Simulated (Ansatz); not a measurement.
Start from `O/C=C\Cl` and change one atom or group (the configuration at the double bond changes too) to get `O/C=C/[SiH2]O`.

Ansatz, PBE0-D4/def2-TZVP geometries, multiplicity 1. Each molecule was computed in one conformer, which needn't be the lowest.

```
                                        property  `O/C=C\Cl`
             HOMO–LUMO gap (PBE/def2-TZVPP) / eV        5.02
size of the dipole moment (B3LYP/def2-TZVPP) / D        0.70
           LUMO energy (ωB97M-V/def2-TZVPP) / eV        2.59
             LUMO energy (B3LYP/def2-TZVPP) / eV        0.18
             HOMO energy (B3LYP/def2-TZVPP) / eV       -6.59
              HOMO energy (PBE0/def2-TZVPP) / eV       -6.80
```

(1) What does the change do to each property? (Best estimate.)

## Answers

(1) Ansatz gave: 
```json
{"property": "HOMO–LUMO gap (PBE/def2-TZVPP) / eV", "`O/C=C/[SiH2]O`": "4.92", "shift": "-0.10"}
{"property": "size of the dipole moment (B3LYP/def2-TZVPP) / D", "`O/C=C/[SiH2]O`": "2.05", "shift": "1.35"}
{"property": "LUMO energy (ωB97M-V/def2-TZVPP) / eV", "`O/C=C/[SiH2]O`": "1.86", "shift": "-0.73"}
{"property": "LUMO energy (B3LYP/def2-TZVPP) / eV", "`O/C=C/[SiH2]O`": "-0.23", "shift": "-0.41"}
{"property": "HOMO energy (B3LYP/def2-TZVPP) / eV", "`O/C=C/[SiH2]O`": "-6.83", "shift": "-0.24"}
{"property": "HOMO energy (PBE0/def2-TZVPP) / eV", "`O/C=C/[SiH2]O`": "-7.05", "shift": "-0.25"}
```

With PBE0 the HOMO falls by 0.25 eV and the LUMO falls by 0.42 eV, so the gap narrows by about 0.17 eV. PBE moves the HOMO by -0.28 eV and ωB97M-V by -0.26 eV. Dipoles are sizes alone; their direction can turn.

B3LYP here is the variant with VWN-RPA as its local correlation; programs differ in this.
